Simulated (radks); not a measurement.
Values are calculated unless marked as measured or tabulated.
Radial electron density D(r) = 4 pi r^2 rho(r) of an atom or ion with 2 electrons. Level of theory: scalar-relativistic Kohn-Sham, r2SCAN, spin-polarised, spherical densities, finite nucleus; meta-GGA in the generalised Kohn-Sham scheme; Fermi nuclear charge, rms radius of each element as measured or else 0.836 A^(1/3) + 0.57 fm (a radial shooting solver on a logarithmic mesh with Libxc functionals).

```
   r/bohr * D(r) (the largest magnitude, 15.8, reaches the edge; | marks zero)
 0.007726 |   *
 0.008995 |     *
  0.01047 |      *
  0.01219 |        *
  0.01419 |           *
  0.01652 |              *
  0.01923 |                  *
  0.02239 |                      *
  0.02607 |                           *
  0.03035 |                                 *
  0.03533 |                                      *
  0.04113 |                                            *
  0.04788 |                                                 *
  0.05574 |                                                    *
  0.06489 |                                                      *
  0.07554 |                                                     *
  0.08794 |                                                  *
   0.1024 |                                            *
   0.1192 |                                    *
   0.1387 |                            *
   0.1615 |                   *
    0.188 |           *
   0.2189 |      *
   0.2548 |  *
   0.2967 |*
   0.3454 *
   0.4021 *
```

What is the nuclear charge?

Answer. Z = 15. The innermost maximum, from 1s, lies near gamma/Z bohr with gamma = sqrt(1 - (Z/c)^2) = 0.994, here 0.0663 bohr (found: 0.0675), and its height grows with Z. The density is that of the phosphorus ion P13+ in [He]; the configuration itself is not fixed sharply by these data, and Z only to about a unit. D(r) has 1 maximum, at r = 0.0675 bohr.
